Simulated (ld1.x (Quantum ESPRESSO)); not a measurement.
# Scattering properties, TM semilocal potential for Ru (Z = 44)

```
Element                 : ruthenium (Ru)
Generator               : ld1.x (Quantum ESPRESSO) 7.5
Type                    : norm-conserving Troullier–Martins (semilocal form)
Functional              : PBE
Relativity              : scalar-relativistic
Frozen core             : [Ar] 3d10 4s2
Valence charge          : 14
Reference configuration : 4p6 4d7 5s0 5p0 (charge +1)
Partial waves           : 5s (bound, empty): rc 1.95 bohr; 4p (bound): rc 1.25 bohr; 4d (bound): rc 1.35 bohr
Local potential         : the d channel
Core correction         : Bessel-smoothed model core inside 1.20 bohr
```

The phase is arctan(r·u′/u) with u = r·R(r), unwrapped; energies in Ry, scanned from -6 to 5 Ry. A pole is an energy at which the radial function vanishes at the test radius. The pseudo phase is shifted by a multiple of π to meet the all-electron one at the reference energy, and phase errors are pseudo minus all-electron; the curves can meet again beyond the range given. Levels narrower than the energy grid can be missing from the lists of poles.

For each channel, where are the poles, and over which energies does the pseudopotential scatter like the atom?

```
channel  radius (bohr)  reference energy (Ry)  poles, all-electron  poles, pseudo  unbroken range about the reference energy with phases within 0.05 rad  phase error 1 Ry above the reference energy (rad)
      s           2.14                  -0.77                 4.87           1.12                                                           -4.9 to -0.2                                             -0.267
      p           2.14                  -3.96                -3.68          -3.68                                                              below 1.0                                             -0.000
      d           2.14                  -0.92                -0.01          -0.01                                                        the whole range                                             -0.000
```

Phases in the s channel:

| E (Ry) | all-electron | pseudo |
| --- | --- | --- |
| -6.00 | 1.552 | 1.349 |
| -5.74 | 1.453 | 1.343 |
| -5.48 | 1.414 | 1.336 |
| -5.22 | 1.390 | 1.329 |
| -4.96 | 1.372 | 1.321 |
| -4.70 | 1.357 | 1.313 |
| -4.44 | 1.343 | 1.303 |
| -4.18 | 1.329 | 1.293 |
| -3.92 | 1.315 | 1.282 |
| -3.66 | 1.300 | 1.269 |
| -3.40 | 1.283 | 1.254 |
| -3.14 | 1.265 | 1.238 |
| -2.88 | 1.244 | 1.219 |
| -2.62 | 1.220 | 1.197 |
| -2.36 | 1.192 | 1.171 |
| -2.10 | 1.159 | 1.141 |
| -1.84 | 1.119 | 1.103 |
| -1.58 | 1.068 | 1.056 |
| -1.32 | 1.002 | 0.995 |
| -1.06 | 0.916 | 0.913 |
| -0.80 | 0.798 | 0.798 |
| -0.54 | 0.632 | 0.627 |
| -0.28 | 0.397 | 0.360 |
| -0.02 | 0.085 | -0.045 |
| 0.24 | -0.268 | -0.541 |
| 0.50 | -0.587 | -0.966 |
| 0.76 | -0.829 | -1.267 |
| 1.02 | -1.001 | -1.492 |
| 1.28 | -1.123 | -1.694 |
| 1.54 | -1.212 | -1.927 |
| 1.80 | -1.280 | -2.266 |
| 2.06 | -1.332 | -2.805 |
| 2.32 | -1.374 | -3.425 |
| 2.58 | -1.408 | -3.847 |
| 2.84 | -1.437 | -4.086 |
| 3.10 | -1.462 | -4.231 |
| 3.36 | -1.483 | -4.326 |
| 3.62 | -1.502 | -4.394 |
| 3.88 | -1.519 | -4.446 |
| 4.14 | -1.534 | -4.486 |
| 4.40 | -1.548 | -4.519 |
| 4.66 | -1.561 | -4.547 |
| 4.92 | -1.573 | -4.570 |
